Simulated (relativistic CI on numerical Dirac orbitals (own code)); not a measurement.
## Ligand-field terms of d4

Computed with a parametric ligand-field model of a d^n configuration (Racah B and C, spin-orbit zeta, crystal field), exact diagonalisation.

Field parameters in Wybourne normalisation: D4h B²₀ = −7Ds, B⁴₀ = 21(Dq − Dt), B⁴₄ = 21√(5/14) Dq; Oh B⁴₀ = 21Dq, B⁴₄ = √(5/14) B⁴₀; Td as Oh with Dq negative (B⁴₀ = 21Dq, B⁴₄ = √(5/14) B⁴₀). The field is a parameter set, without covalency.

Ground term and bands for B = 460, C = 1690, ζ = 0 cm⁻¹, D4h, 10Dq = 36100, Ds = -1250, Dt = 550 cm⁻¹?

Ground term 3A2 with 0.01 electrons in the two orbitals of the cubic e set. Spin-allowed: 3E 6442 cm⁻¹ (1552 nm), 3E 30964 cm⁻¹ (323 nm), 3A1 34508 cm⁻¹ (290 nm), 3B2 35682 cm⁻¹ (280 nm). Lowest spin-forbidden: 1B2 5545 cm⁻¹ (1803 nm), 1B1 6005 cm⁻¹ (1665 nm), 1A1 9877 cm⁻¹ (1012 nm).

Ground term and bands for B = 980, C = 4960, ζ = 0 cm⁻¹, D4h, 10Dq = 10750, Ds = -640, Dt = -230 cm⁻¹?

Ground term 5A1 with 1.00 electrons in the two orbitals of the cubic e set. Spin-allowed: 5B1 3710 cm⁻¹ (2695 nm), 5E 13690 cm⁻¹ (730 nm), 5B2 14460 cm⁻¹ (692 nm). Lowest spin-forbidden: 3A2 17186 cm⁻¹ (582 nm), 3E 17731 cm⁻¹ (564 nm), 3A1 25063 cm⁻¹ (399 nm).

Ground term and bands for B = 930, C = 3270, ζ = 0 cm⁻¹, Oh, 10Dq = 3250 cm⁻¹?

Ground term 5E with 1.00 electrons in the two orbitals of the cubic e set. Spin-allowed: 5T2 3250 cm⁻¹ (3077 nm). Lowest spin-forbidden: 3T1 15403 cm⁻¹ (649 nm), 3E 17238 cm⁻¹ (580 nm), 3T1 18284 cm⁻¹ (547 nm).

Ground term and bands for B = 370, C = 1530, ζ = 0 cm⁻¹, Td, 10Dq = -1800 cm⁻¹?

Ground term 5T2 with 2.00 electrons in the two orbitals of the cubic e set. Spin-allowed: 5E 1800 cm⁻¹. Lowest spin-forbidden: 3T1 6549 cm⁻¹ (1527 nm), 3T2 7328 cm⁻¹ (1365 nm), 3T1 7982 cm⁻¹ (1253 nm).

Ground term and bands for B = 810, C = 3670, ζ = 0 cm⁻¹, D4h, 10Dq = 30650, Ds = 3000, Dt = 830 cm⁻¹?

Ground term 5B1 with 1.00 electrons in the two orbitals of the cubic e set. Spin-allowed: 5A1 16150 cm⁻¹ (619 nm), 5B2 30650 cm⁻¹ (326 nm), 5E 35500 cm⁻¹ (282 nm). Lowest spin-forbidden: 3E 2639 cm⁻¹, 3A2 7120 cm⁻¹ (1405 nm), 1A1 11729 cm⁻¹ (853 nm).
